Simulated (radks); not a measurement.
Problem. The mean radii <r> (bohr) of the occupied orbitals of an atom or ion are listed with their occupations. Method: Dirac Kohn-Sham, exchange-only PBE, spin-unpolarised, spherical densities, finite nucleus; Fermi nuclear charge, rms radius of each element as measured or else 0.836 A^(1/3) + 0.57 fm; computed with a radial shooting solver on a logarithmic mesh with Libxc functionals.

| orbital | occ. | <r> |
|---|---|---|
| 1s1/2 | 2 | 0.01632 |
| 2s1/2 | 2 | 0.06781 |
| 2p1/2 | 2 | 0.05566 |
| 2p3/2 | 4 | 0.06434 |
| 3s1/2 | 2 | 0.1711 |
| 3p1/2 | 2 | 0.1611 |
| 3p3/2 | 4 | 0.1753 |
| 3d3/2 | 4 | 0.1512 |
| 3d5/2 | 3 | 0.1555 |

Name the element and its charge. Open shells, if any, fill j = l - 1/2 first.

Solution. Z = 81, thallium, charge +56: Tl56+ in [Ar] 3d7. The 1s radius gives Z: for a bare nucleus <r> = (2 gamma + 1)/(2Z) with gamma = sqrt(1 - (Z/c)^2), 0.01613 bohr for Z = 81, and screening makes it slightly larger (0.01632 here). The occupations add up to 25, and the charge is Z minus that.
